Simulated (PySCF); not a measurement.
Br⁴⁺: fine-structure interval

Br⁴⁺ [Ar] 3d10 4s2 4p1 [4p1/2^1, M_J = 1/2] → Br⁴⁺ [Ar] 3d10 4s2 4p1 [4p3/2^1, M_J = 3/2], as a difference of total energies. Computed with PySCF 2.14 in x2c-TZVPPall-2c (6s7p4d1f, 54 functions), with the two-component X2C-1e Hamiltonian. Correlated levels: [Ne] frozen. "Screened" scales the spin-orbit matrix elements by Boettger's factors to mimic the two-electron term; Breit and QED terms are absent.

| method | fine-structure interval (cm⁻¹) |
| --- | --- |
| GHF (screened spin-orbit) | 7177.6 |
| GMP2 (screened spin-orbit) | 6129.8 |
| GHF (bare spin-orbit) | 7550.2 |
